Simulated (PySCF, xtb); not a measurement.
C₂H₉NOSi, SMILES [Si@@H](C)(N)OC.

GFN2-xTB (xtb) at its own geometry gives an orbital gap of 6.95 eV and a dipole moment of 1.48 D.

The structure is a stationary point at PBE0-D3(BJ)/def2-SVP. The structure was generated by enumeration; whether it is a known compound was not checked. Other conformers were not sampled.

**Question.** What does PBE/def2-TZVP run with PySCF give? (Estimate from the structure and the level; the computed values follow.)

**Answer.** gap 5.94 eV (levels -5.94 and 0.01 eV), dipole 2.01 D.
